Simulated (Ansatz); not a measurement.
Cl$_{3}$FH$_{2}$SSi$_{2}$, SMILES `F[Si](Cl)(Cl)S[SiH2]Cl`, relaxed with RKS PBE0-D4/def2-TZVP in Ansatz 0.2.0 from a GFN2-xTB geometry. The force threshold is 0.005 eV/Å; the program also tests the step.

Charge 0, multiplicity 1.

Start:

```xyz
9

F     1.994    0.048   -0.550
Si    1.350    0.043    0.931
Cl    2.633   -0.880    2.133
Cl    1.086    1.973    1.378
S    -0.454   -1.081    0.794
Si   -1.459   -0.254   -0.952
Cl   -2.045    1.623   -0.610
H    -0.523   -0.308   -2.060
H    -2.582   -1.165   -1.064
```

```csv
step,energy (eV),largest force (eV/Å),largest move (Å)
1,-66894.1300,1.841,0.000
2,-66894.2271,0.712,0.091
3,-66894.2589,0.565,0.040
4,-66894.2644,0.289,0.009
5,-66894.2666,0.025,0.018
6,-66894.2674,0.016,0.030
7,-66894.2681,0.029,0.051
8,-66894.2684,0.031,0.034
9,-66894.2691,0.048,0.070
10,-66894.2696,0.132,0.106
11,-66894.2716,0.126,0.030
12,-66894.2752,0.187,0.149
13,-66894.2782,0.323,0.117
14,-66894.2810,0.288,0.038
15,-66894.2849,0.169,0.064
16,-66894.2857,0.126,0.027
17,-66894.2866,0.042,0.104
18,-66894.2868,0.036,0.034
19,-66894.2871,0.010,0.008
20,-66894.2871,0.005,0.002
21,-66894.2872,0.019,0.004
22,-66894.2872,0.004,0.003
```

End:

```xyz
9

F     2.201   -0.495   -0.514
Si    1.379   -0.095    0.776
Cl    2.446   -0.661    2.396
Cl    1.180    1.919    0.726
S    -0.462   -1.107    0.836
Si   -1.430   -0.153   -0.821
Cl   -2.548    1.446   -0.218
H    -0.424    0.315   -1.797
H    -2.342   -1.169   -1.384
```

Hardware: 2 threads of an AMD EPYC 7R13 on a shared host and a share of an NVIDIA H100 80 GB. Wall time 56 s, peak host memory 0.98 GiB.
